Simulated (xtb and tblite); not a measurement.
Conformational energy of SMILES C(C)CCC(F)(F)F. Scanned: dihedral C1–C2–C3–C4 and dihedral C2–C3–C4–C5; all other coordinates were relaxed at GFN2-xTB. Points at φ and −φ are mirror images.

Atom numbering (GFN2-xTB optimised geometry, Å):
```
17

C     -2.5299     0.3784    -0.1867
C     -1.2310    -0.1060    -0.8181
C     -0.0417     0.1206     0.1122
C      1.2640    -0.3629    -0.5195
C      2.4383    -0.1316     0.4065
F      2.6106     1.1647     0.7081
F      2.3099    -0.7787     1.5752
F      3.5965    -0.5509    -0.1317
H     -3.3665     0.2091    -0.8597
H     -2.4745     1.4422     0.0317
H     -2.7237    -0.1522     0.7425
H     -1.0626     0.4255    -1.7570
H     -1.3130    -1.1704    -1.0482
H     -0.2067    -0.4133     1.0504
H      0.0425     1.1849     0.3423
H      1.2197    -1.4325    -0.7330
H      1.4679     0.1730    -1.4484
```

Level of theory: GFN2-xTB (xtb and tblite).

Energy in kJ/mol above the lowest grid point; x is the dihedral C1–C2–C3–C4 (°), y the dihedral C2–C3–C4–C5 (°).

| y \ x | -150 | -120 | -90 | -60 | -30 | 0 | 30 | 60 | 90 | 120 | 150 | 180 |
|---|---|---|---|---|---|---|---|---|---|---|---|---|
| 180 | 5.2 | 10.3 | 4.7 | 1.8 | 10.9 | 19.6 | 10.9 | 1.8 | 4.7 | 10.3 | 5.2 | 0.0 |
| 150 | 10.5 | 15.5 | 8.6 | 7.5 | 17.8 | 25.5 | 16.7 | 4.9 | 9.9 | 16.3 | 10.0 | 4.6 |
| 120 | 15.1 | 20.7 | 13.4 | 10.5 | 22.3 | 31.1 | 23.4 | 10.7 | 14.1 | 21.5 | 15.2 | 8.9 |
| 90 | 9.5 | 14.8 | 12.7 | 13.1 | 23.9 | 26.4 | 16.3 | 7.1 | 8.6 | 14.9 | 9.6 | 4.1 |
| 60 | 10.4 | 13.7 | 11.5 | 20.1 | 32.2 | 34.4 | 20.5 | 4.5 | 10.0 | 14.3 | 6.6 | 3.4 |
| 30 | 20.9 | 26.0 | 22.9 | 32.0 | 52.8 | 58.4 | 41.2 | 22.3 | 19.7 | 26.8 | 17.9 | 11.7 |
| 0 | 27.1 | 35.1 | 29.0 | 36.0 | 57.8 | 72.1 | 57.8 | 36.0 | 29.0 | 35.1 | 27.1 | 19.6 |
| -30 | 17.9 | 26.8 | 19.7 | 22.3 | 41.2 | 58.4 | 52.8 | 32.0 | 22.9 | 26.0 | 20.9 | 11.7 |
| -60 | 6.6 | 14.3 | 10.0 | 4.5 | 20.5 | 34.4 | 32.2 | 20.1 | 11.5 | 13.7 | 10.4 | 3.4 |
| -90 | 9.6 | 14.9 | 8.6 | 7.1 | 16.3 | 26.4 | 23.9 | 13.1 | 12.7 | 14.8 | 9.5 | 4.1 |
| -120 | 15.2 | 21.5 | 14.1 | 10.7 | 23.4 | 31.1 | 22.3 | 10.5 | 13.4 | 20.7 | 15.1 | 8.9 |
| -150 | 10.0 | 16.3 | 9.9 | 4.9 | 16.7 | 25.5 | 17.8 | 7.5 | 8.6 | 15.5 | 10.5 | 4.6 |

The six lowest points that lie below all their neighbours on the grid: x = 180, y = 180 (0.0 kJ/mol); x = -60, y = 180 (1.8 kJ/mol); x = 60, y = 180 (1.8 kJ/mol); x = 180, y = -60 (3.4 kJ/mol); x = 180, y = 60 (3.4 kJ/mol); x = -60, y = -60 (4.5 kJ/mol). The lowest path on the grid from the first to the second passes x = -120, y = 180 at 10.3 kJ/mol.
